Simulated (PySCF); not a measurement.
Vertical excitations of a molecule C₃H₈OSi₂ from TDDFT-LC-ωPBE/def2-SVPD in PySCF 2.14.0, as energy in eV (oscillator strength): 5.82 (0.002), 6.10 (0.002), 6.70 (0.010), 6.94 (0.074), 7.26 (0.080), 7.37 (0.004), 7.54 (0.040), 7.75 (0.164), 7.85 (0.417), 7.96 (0.003). Lowest triplet (TDA): 4.06 eV. Coordinates come from a B3LYP-D3(BJ)/def2-SVP optimisation. One conformer was computed; it need not be the lowest.

**Question.** Pick the molecule that these values belong to.
(A) C#C[Si@H]([SiH3])CO
(B) CO[Si@@H]1C=C[SiH2]1
(C) [SiH3][SiH2][C@@H]1C=CO1
(D) C#C[SiH2][SiH2]CO

**Answer.** B, CO[Si@@H]1C=C[SiH2]1
